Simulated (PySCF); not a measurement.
PySCF input for TeBr4, SMILES Br[Te](Br)(Br)Br, PBE-D3(BJ)/def2-SVP. The structure is a stationary point at PBE-D3(BJ)/def2-SVP. The def2 effective core potentials stand for the cores of Te; spin–orbit coupling is left out.

```python
import numpy as np
from pyscf import gto, scf, dft, df
from pyscf.hessian import thermo

mol = gto.M(
    atom='''
    Te    0.00000000   -0.00000000    0.47292479
    Br    1.95874259    0.00000000   -1.15978022
    Br   -0.00000000    2.63688168    0.80846467
    Br   -1.95874260    0.00000000   -1.15978022
    Br   -0.00000000   -2.63688168    0.80846466
    ''',
    basis='def2-SVP',
    ecp={'Te': 'def2-svp'},
    charge=0,
    spin=0,
    max_memory=1600,
    verbose=3,
)
mf = dft.RKS(mol, xc='pbe').density_fit(auxbasis='def2-universal-jkfit')
mf.disp = 'd3bj'
mf.grids.level = 3
mf.conv_tol = 1e-11
mf.max_cycle = 100
mf.kernel()

# [left out here: the lines that compute and print the analytic Hessian (its translational invariance restored by hand, since the grid's response is missing), thermochemistry and intensities]
```

It prints:

```
converged SCF energy = -10561.9331027364

WARN: DFTD3 does not support analytical Hessian, using finite difference


WARN: Mole.unit (angstrom) is changed to Bohr

Mode                                 0                   1                   2
Irrep
Freq [cm^-1]                       31.5624             44.2051             67.2747
Reduced mass [au]                  81.8721             87.4482             79.9040
Force const [Dyne/A]                0.0481              0.1007              0.2131
Char temp [K]                      45.4113             63.6013             96.7934
Normal mode                   x     y     z       x     y     z       x     y     z
       0  Te                -0.00  0.00 -0.02    0.04 -0.00 -0.00   -0.00 -0.00  0.00
       1  Br                -0.01  0.00 -0.04    0.02 -0.00 -0.03   -0.00 -0.06 -0.00
       2  Br                 0.00 -0.01  0.06   -0.06 -0.00  0.00   -0.05  0.00 -0.00
       3  Br                 0.01 -0.00 -0.04    0.02  0.00  0.03    0.00  0.06 -0.00
       4  Br                 0.00  0.01  0.06   -0.06  0.00  0.00    0.05 -0.00  0.00
Mode                                 3                   4                   5
Irrep
Freq [cm^-1]                       72.3152             83.2619            171.5463
Reduced mass [au]                  88.0771             83.3444             80.5865
Force const [Dyne/A]                0.2714              0.3404              1.3973
Char temp [K]                     104.0454            119.7954            246.8170
Normal mode                   x     y     z       x     y     z       x     y     z
       0  Te                 0.00  0.00 -0.04    0.00  0.03  0.00    0.00 -0.00 -0.01
       1  Br                 0.06 -0.00  0.02   -0.00 -0.06 -0.00   -0.00  0.00  0.00
       2  Br                -0.00 -0.01  0.01   -0.00  0.03  0.04   -0.00  0.08  0.01
       3  Br                -0.06  0.00  0.02    0.00 -0.06  0.00    0.00  0.00  0.00
       4  Br                 0.00  0.01  0.01   -0.00  0.03 -0.04   -0.00 -0.08  0.01
Mode                                 6                   7                   8
Irrep
Freq [cm^-1]                      230.2269            231.2252            233.9692
Reduced mass [au]                  93.1109             96.2940            102.2888
Force const [Dyne/A]                2.9078              3.0333              3.2991
Char temp [K]                     331.2453            332.6816            336.6295
Normal mode                   x     y     z       x     y     z       x     y     z
       0  Te                -0.00  0.00 -0.05   -0.06  0.00  0.00   -0.00 -0.07 -0.00
       1  Br                -0.05  0.00  0.04    0.05 -0.00 -0.04    0.00  0.00 -0.00
       2  Br                 0.00 -0.01  0.00    0.00  0.00 -0.00    0.00  0.05  0.00
       3  Br                 0.05 -0.00  0.04    0.05 -0.00  0.04    0.00  0.00  0.00
       4  Br                 0.00  0.01  0.00    0.00 -0.00 -0.00    0.00  0.05 -0.00
temperature 298.1500 [K]
pressure 101325.00 [Pa]
Rotational constants [GHz] 0.52587 0.34637 0.29309
Symmetry number 2
Zero-point energy (ZPE) 0.00266 [Eh]   6971.758 [J/mol]
                           tot       elec      trans        rot        vib
Entropy [J/mol/K]       446.880      0.000    184.861    132.581    129.438
Cv [J/mol/K]             96.553      0.000     12.472     12.472     71.610
Cp [J/mol/K]            104.868      0.000     20.786     12.472     71.610
Internal energy [J/mol]                      3718.434   3718.434  23304.692
Internal energy [Eh]   -10561.92139  -10561.93310
Enthalpy [J/mol]                             6197.391   3718.434  23304.692
Enthalpy [Eh]          -10561.92045
Gibbs free energy [J/mol]                  -48918.936 -35810.487 -15287.369
Gibbs free energy [Eh] -10561.97120
mode   freq/cm-1   IR/(km/mol)
   1       31.56         0.400
   2       44.21         0.617
   3       67.27         0.000
   4       72.32         0.399
   5       83.26         0.015
   6      171.55         3.447
   7      230.23        14.955
   8      231.23        36.334
   9      233.97       114.063
max |gradient| / (hartree/bohr): 6.443080949274614e-05
APT charges: [ 1.9059 -0.3828 -0.5702 -0.3828 -0.5702]
```

The calculation finished and met its thresholds.

Cost: roughly 5 core-minutes.
